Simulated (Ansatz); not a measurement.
Compare A (`C=C[S][GeH3]`) with its isomer B (`C[C](=S)[GeH3]`).

Program: Ansatz. Geometries: PBE0-D4/def2-TZVP. ΔE: electronic, gas phase. CCSD(T)/CBS is the MP2 limit (def2-TZVPP, def2-QZVPP) plus CCSD(T) − MP2 in def2-TZVPP, frozen cores. DFT in def2-TZVPP. B3LYP here is the variant with VWN-RPA as its local correlation; programs differ in this. For Ge outer-core shells are correlated without core-valence functions, which leaves a few kJ/mol of doubt a bond. Scalar relativity is left out up to krypton. Each species was taken in one conformer, which may not be the lowest.

A:

```xyz
10

C    -0.0519   -2.0443   -0.9253
C    -0.3317   -0.9848   -0.1776
S    -0.7714    0.5767   -0.8558
Ge    0.2011    1.9058    0.6362
H    -0.0123   -1.9879   -2.0070
H     0.1331   -3.0068   -0.4629
H    -0.3669   -1.0641    0.9056
H    -0.3221    3.3175    0.3470
H     1.7306    1.8509    0.4974
H    -0.2086    1.4370    2.0425
```

B:

Z-matrix (Å, degrees):
```
C
C 1 1.490
H 1 1.096 2 110.0
H 1 1.090 2 111.7 3 -121.9
H 1 1.096 2 109.9 3 116.4
S 2 1.615 1 123.4 3 122.2
Ge 2 1.976 1 116.5 3 -57.7
H 7 1.541 2 108.8 1 -57.8
H 7 1.530 2 109.4 1 -179.1
H 7 1.541 2 108.7 1 59.7
```

Problem. Which is lower in electronic energy at CCSD(T)/CBS, and by how much? (An estimate is asked.)

Solution. The calculation gave: A, by 10.7 kcal/mol.

Problem. Give E(B) − E(A) in kcal/mol with ωB97M-V, B2PLYP, HF/def2-TZVPP, r2SCAN-D4, CCSD(T)/def2-TZVPP, B3LYP, CCSD/def2-TZVPP. (Estimate.)

Solution. The calculation gave: ωB97M-V 11.9, B2PLYP 11.3, HF/def2-TZVPP 14.8, r2SCAN-D4 12.2, CCSD(T)/def2-TZVPP 10.4, B3LYP 12.5, CCSD/def2-TZVPP 11.1. None reverses the order clearly.

Largest T1 diagnostic: 0.014.

In def2-TZVPP, CCSD(T) changes the Hartree–Fock value by −4.4 kcal/mol (the triples alone add −0.8 kcal/mol) and MP2 by −4.7 kcal/mol. From PBE to PBE0 (25 % exact exchange), in def2-TZVPP and without D4, E(B) − E(A) moves by +0.9 kcal/mol.
